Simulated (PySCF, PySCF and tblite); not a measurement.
A run on one conformer of C5H11NO2, numbered as in [CH3:1][O:2][C:3]([CH3:4])([CH3:5])[C:6]([NH2:7])=[O:8], from an ensemble study. The sound level was KT3/pcSseg-1 (IEF-PCM, dimethylsulfoxide) on GFN2-xTB geometries.

Input:

```
{"job": {"xc": "KT3", "basis": "pcSseg-1", "solvent": "dimethylsulfoxide", "scf": {"max_cycle": 74}, "kind": "nmr", "pop": false}, "charge": 2, "multiplicity": 1}
C      1.990789    -0.613815    -0.068496
O      0.846553    -0.502784     0.745661
C     -0.374520    -0.196366     0.072670
C     -1.471954    -0.318887     1.136828
C     -0.674093    -1.124558    -1.103922
C     -0.373721     1.272037    -0.405928
N      0.345957     2.084639     0.393516
O     -0.987692     1.657484    -1.374958
H      2.086739     0.234157    -0.755225
H      2.841680    -0.624037     0.612094
H      1.989221    -1.543242    -0.646025
H     -2.419855     0.024155     0.732605
H     -1.214676     0.280425     2.006272
H     -1.564564    -1.356383     1.446642
H     -1.664455    -0.896073    -1.485271
H      0.037331    -0.974371    -1.911888
H     -0.641308    -2.161476    -0.778068
H      0.845249     1.698181     1.176835
H      0.393515     3.070167     0.199196
```

Command: OMP_NUM_THREADS=1 python ens_run.py task.json out

Output:

```
final grid: 148544 points
cycle   1  E = -407.2613622153  dE =  1.738e+00  |g| = 1.245e+00  |ddm| = 3.758e+00
cycle   2  E = -404.4114103509  dE =  2.850e+00  |g| = 3.853e+00  |ddm| = 3.500e+00
cycle   3  E = -407.5407552464  dE = -3.129e+00  |g| = 8.518e-01  |ddm| = 2.684e+00
cycle   4  E = -407.5396971534  dE =  1.058e-03  |g| = 8.399e-01  |ddm| = 8.375e-01
cycle   5  E = -407.3385823254  dE =  2.011e-01  |g| = 1.166e+00  |ddm| = 1.396e+00
cycle   6  E = -407.7083122608  dE = -3.697e-01  |g| = 2.353e-01  |ddm| = 9.225e-01
cycle   7  E = -407.7116161666  dE = -3.304e-03  |g| = 2.015e-01  |ddm| = 6.100e-01
cycle   8  E = -407.4049553425  dE =  3.067e-01  |g| = 8.444e-01  |ddm| = 1.701e+00
cycle   9  E = -407.6227186978  dE = -2.178e-01  |g| = 5.213e-01  |ddm| = 8.864e-01
cycle  10  E = -407.6401733181  dE = -1.745e-02  |g| = 4.768e-01  |ddm| = 8.154e-02
cycle  11  E = -407.7236523351  dE = -8.348e-02  |g| = 2.364e-02  |ddm| = 9.138e-01
cycle  12  E = -407.7215657545  dE =  2.087e-03  |g| = 7.585e-02  |ddm| = 3.222e-01
cycle  13  E = -407.7232010800  dE = -1.635e-03  |g| = 4.034e-02  |ddm| = 1.957e-01
cycle  14  E = -407.7235956496  dE = -3.946e-04  |g| = 2.322e-02  |ddm| = 5.953e-02
cycle  15  E = -407.7217699760  dE =  1.826e-03  |g| = 8.202e-02  |ddm| = 8.368e-02
cycle  16  E = -407.7237840907  dE = -2.014e-03  |g| = 5.708e-03  |ddm| = 1.463e-01
cycle  17  E = -407.7235936296  dE =  1.905e-04  |g| = 2.343e-02  |ddm| = 6.173e-02
cycle  18  E = -407.7237886587  dE = -1.950e-04  |g| = 4.292e-03  |ddm| = 5.989e-02
cycle  19  E = -407.7237875589  dE =  1.100e-06  |g| = 4.420e-03  |ddm| = 2.397e-02
cycle  20  E = -407.7237919604  dE = -4.401e-06  |g| = 2.854e-03  |ddm| = 2.161e-02
cycle  21  E = -407.7237942059  dE = -2.246e-06  |g| = 1.484e-03  |ddm| = 4.069e-03
cycle  22  E = -407.7237947928  dE = -5.868e-07  |g| = 7.995e-04  |ddm| = 2.020e-03
cycle  23  E = -407.7237950279  dE = -2.351e-07  |g| = 1.540e-04  |ddm| = 2.053e-03
cycle  24  E = -407.7237950355  dE = -7.572e-09  |g| = 5.874e-05  |ddm| = 2.718e-04
cycle  25  E = -407.7237950360  dE = -5.072e-10  |g| = 4.560e-05  |ddm| = 3.450e-04
cycle  26  E = -407.7237950366  dE = -6.220e-10  |g| = 2.245e-05  |ddm| = 2.210e-04
converged SCF energy = -407.7237950366

GIAO shielding tensors (ppm)
atom      isotropic    diamagn.    paramagn.     s11        s22        s33       span
  0 C     -410.314     251.874    -662.188  -1525.900     96.306    198.651   1724.551
  1 O    -3288.784     401.789   -3690.574  -8141.754  -2005.771    281.172   8422.926
  2 C    -1200.799     259.653   -1460.452  -3627.381    -70.385     95.371   3722.752
  3 C     -101.228     248.922    -350.150   -485.402      0.237    181.482    666.883
  4 C     -415.018     250.574    -665.591  -1725.864    -55.627    536.438   2262.301
  5 C    -1741.082     254.202   -1995.284  -5237.540    -37.942     52.236   5289.775
  6 N     5364.906     321.824    5043.082  -9021.056     62.006  25053.768  34074.823
  7 O   -28781.962     398.814  -29180.776 -86928.495   -899.793   1482.401  88410.896
  8 H        0.022      29.952     -29.930    -51.110     25.154     26.021     77.132
  9 H      -22.754      27.368     -50.122   -121.601     23.663     29.675    151.277
 10 H       24.015      27.620      -3.605     15.418     22.327     34.300     18.882
 11 H       33.131      28.592       4.540     10.553     25.047     63.793     53.241
 12 H       15.133      29.277     -14.144    -12.400     25.799     32.002     44.402
 13 H       30.245      28.614       1.630     19.499     28.871     42.365     22.866
 14 H       -0.485      29.841     -30.326    -65.724     26.498     37.770    103.494
 15 H       32.221      31.014       1.208     18.605     26.792     51.267     32.662
 16 H       21.083      29.864      -8.781    -44.165     28.587     78.827    122.991
 17 H      378.786      32.619     346.168    -12.347     25.760   1122.946   1135.292
 18 H      120.439      26.420      94.020   -528.361     21.368    868.312   1396.673
```

Task: What is wrong with this calculation, and what did it do to the result?

Result: The setting at fault: wrong charge. Self-consistency was reached. Shieldings averaged over the conformers (ppm), as run and sound:
| atoms | as run | sound |
| --- | --- | --- |
| C1 | -410.3 | 130.7 |
| O2 | -3288.8 | 267.5 |
| C3 | -1200.8 | 103.0 |
| C4/C5 | -258.1 | 159.9 |
| C6 | -1741.1 | 18.5 |
| N7 | 5364.9 | 152.5 |
| O8 | -28782.0 | -3.0 |
| H1 | 0.4 | 28.1 |
| H4/H5 | 21.9 | 30.3 |
| H7 | 249.6 | 25.8 |
